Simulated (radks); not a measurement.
Values are calculated unless marked as measured or tabulated.
Effect of the nuclear size on neutral niobium, [Kr] 4d4 5s1. Code: a radial shooting solver on a logarithmic mesh with Libxc functionals. Model: Dirac Kohn-Sham, exchange-only LDA, spin-unpolarised, spherical densities, finite nucleus; open shells are shared between the two j in proportion to 2j + 1; Fermi nuclear charge, rms radius 4.324 fm. The rms radius is varied about that value; shifts are against it.

[
 {"rms radius (fm)": "3.7489", "total energy shift (eV)": "-0.314", "density at nucleus (e/bohr^3)": "8.334e+04", "1s1/2 shift (meV)": "-133", "2s1/2 shift (meV)": "-14.1", "4s1/2 shift (meV)": "-0.390", "4p1/2 shift (meV)": "0.035"},
 {"rms radius (fm)": "3.9608", "total energy shift (eV)": "-0.203", "density at nucleus (e/bohr^3)": "8.287e+04", "1s1/2 shift (meV)": "-85.8", "2s1/2 shift (meV)": "-9.10", "4s1/2 shift (meV)": "-0.252", "4p1/2 shift (meV)": "0.022"},
 {"rms radius (fm)": "4.324", "total energy shift (eV)": "0", "density at nucleus (e/bohr^3)": "8.212e+04", "1s1/2 shift (meV)": "0.000", "2s1/2 shift (meV)": "0.000", "4s1/2 shift (meV)": "0.000", "4p1/2 shift (meV)": "0.000"},
 {"rms radius (fm)": "4.5488", "total energy shift (eV)": "0.134", "density at nucleus (e/bohr^3)": "8.17e+04", "1s1/2 shift (meV)": "56.5", "2s1/2 shift (meV)": "5.99", "4s1/2 shift (meV)": "0.166", "4p1/2 shift (meV)": "-0.015"},
 {"rms radius (fm)": "5.2926", "total energy shift (eV)": "0.618", "density at nucleus (e/bohr^3)": "8.043e+04", "1s1/2 shift (meV)": "262", "2s1/2 shift (meV)": "27.7", "4s1/2 shift (meV)": "0.769", "4p1/2 shift (meV)": "-0.068"}
]

Slopes of the eigenvalues against <r^2> in GHz/fm^2, as finite differences over the two radii next to the reference (eigenvalue slopes, not the field-shift constants of lines): 1s1/2 6880, 2s1/2 729, 4s1/2 20.2, 4p1/2 -1.80.
